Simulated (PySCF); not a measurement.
# Reading the logs of faulty runs: AlBCH6

Calculated results; nothing here was measured. They come from PySCF 2.14.0, an open-source quantum chemistry program, on an isolated molecule that a program drew, which may never have been made. The molecule is AlBCH6 (charge 0, singlet), drawn as the SMILES string `[BH2][AlH][CH3]`.

Each row is a Hartree-Fock (HF) and frozen-core CCSD(T) single point in the cc-pV(D+d)Z basis, meant for a local HF minimum. Run 1 is clean. Each other run has one planted mistake out of seven kinds, and not every kind appears here: one electron removed, one electron added, multiplicity raised by two, geometry at a saddle point, minimal basis STO-3G, one bond length entered in bohr, all coordinates scaled. The reference is restricted for singlets and unrestricted otherwise, and also for a bond in bohr. Adding or removing an electron swaps singlet and doublet. Electrons count all cores. HOMO and LUMO are orbital energies over both spins, the gradient is its largest component, and the lowest frequency (negative if imaginary) is given only where the gradient is small. Bond lengths are over the 8 bonds as drawn. T1 is the CCSD diagnostic: over 0.02 (restricted) or 0.045 (unrestricted) a single reference is doubtful.

Geometry of the clean run:
```xyz
9
AlBCH6, angstrom
B     1.2066   -2.2978   -0.9534
Al    0.9689   -0.3720   -0.0232
C    -0.7195    0.2366    0.7965
H     0.9922   -2.4903   -2.1245
H     1.5704   -3.2764   -0.3496
H     2.2083    0.6280    0.0158
H    -0.5664    0.4800    1.8554
H    -1.0678    1.1604    0.3176
H    -1.5318   -0.4942    0.7380
```

```
run,electrons,basis functions,<S^2>,HOMO (eV),LUMO (eV),gradient (hartree/bohr),lowest frequency (cm^-1),mean bond (Å),longest bond (Å),T1,HF (hartree),CCSD(T) (hartree),mistake
1,30,81,0.000,-9.91,1.50,3.1e-06,44,1.4274,2.152,0.0099,-307.91973,-308.27415,no fault
2,30,81,2.014,-7.48,-0.49,4.3e-02,-,1.4274,2.152,0.0152,-307.83293,-308.17690,multiplicity raised by two
3,30,25,0.000,-7.71,7.17,3.7e-02,-,1.4274,2.152,0.0069,-304.24791,-304.40769,?
4,30,81,0.000,-9.93,1.52,8.3e-03,-,1.4117,2.128,0.0098,-307.91893,-308.27252,?
```

**Which mistake was planted in run 3, and what did it cost?**

It has 25 basis functions where the clean run has 81, with the same electrons and geometry. So the mistake is: minimal basis STO-3G. Subtracting run 1 and multiplying by 627.51 kcal/mol a hartree, the energy moved by 2304.1 kcal/mol in HF and 2426.2 kcal/mol in CCSD(T).

**Which mistake was planted in run 4, and what did it cost?**

The mean and the longest bond both change by the same factor, 0.989, and the gradient is no longer small. So the mistake is: all coordinates scaled. Subtracting run 1 and multiplying by 627.51 kcal/mol a hartree, the energy moved by 0.5 kcal/mol in HF and 1.0 kcal/mol in CCSD(T).

